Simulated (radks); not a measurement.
Question: Spin polarisation of the 3d5 shell in Mn+. Start: [Ar] 3d(up 2.5, down 2.5) 4s(up 0.5, down 0.5); electrons of 3d are moved from spin down to spin up, other shells keep equal spins. Calculated with a radial shooting solver on a logarithmic mesh with Libxc functionals: scalar-relativistic Kohn-Sham, LDA (Slater exchange, Perdew-Wang correlation), spin-polarised, spherical densities, finite nucleus; Fermi nuclear charge, rms radius of each element as measured or else 0.836 A^(1/3) + 0.57 fm. Estimate the energy gained and the exchange splitting at a moment of 5 Bohr magnetons.

Answer: At moment 5 the spin-polarisation energy is -5.404 eV and the 3d exchange splitting 4.317 eV, that is 0.863 eV per Bohr magneton; E = -I m^2/4 would give I = 0.865 eV.
